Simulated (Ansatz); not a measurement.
Ideal-gas functions of `[AlH2][C]1(Cl)BO1` at 400 K and 1 bar, from an Ansatz frequency run at PBE0-D4/def2-TZVP.

Molar mass 104.28 g/mol, point group C1 (symmetry number 1), electronic degeneracy 1, moments of inertia 126.234, 181.554, 279.865 u Å². Harmonic wavenumbers (cm⁻¹, unscaled): 86, 138, 177, 253, 356, 445, 501, 601, 660, 757, 785, 825, 921, 1081, 1442, 1940, 1962, 2766.

Use S(trans) = R[1.5 ln M + 2.5 ln T − 1.1517]; rotational temperatures θ = 24.2544 K / I; S(rot) = R[ln(√π/σ · √(T³/θAθBθC)) + 1.5]; for each mode x = 1.438777 ν̃/T, S = R[x/(eˣ − 1) − ln(1 − e⁻ˣ)] and H = RT x/(eˣ − 1); 1 cm⁻¹ = 0.0119627 kJ/mol; R = 8.31446 J/(mol·K).

Problem. By hand: the entropy, in J/(mol·K).

Solution. Translation 172.9. Rotation: θ = 0.1921, 0.1336, 0.0867 K, giving 117.3. Vibration, mode by mode: 18.10, 14.22, 12.21, 9.38, 6.80, 5.24, 4.46, 3.36, 2.84, 2.16, 1.99, 1.78, 1.35, 0.85, 0.29, 0.06, 0.06, 0.00, in all 85.1. Electronic 0.0. Sum 375.3 J/(mol·K).

Problem. By hand: H − E and G − E in kJ/mol, counted from the electronic energy.

Solution. Zero-point energy ½ × 15696 × 0.0119627 = 93.9; thermal vibration 18.3; translation, rotation and pV give 4 RT = 13.3. H − E = 125.5 kJ/mol, and G − E = 125.5 − 400 × 375.3/1000 = -24.6 kJ/mol.

Vibration gives 23 % of the entropy, 32.3 J/(mol·K) of it from the modes under 150 cm⁻¹: soft modes count most, and the harmonic formula is weakest for them. The sum counts one conformer and one mirror image; others add a mixing term.
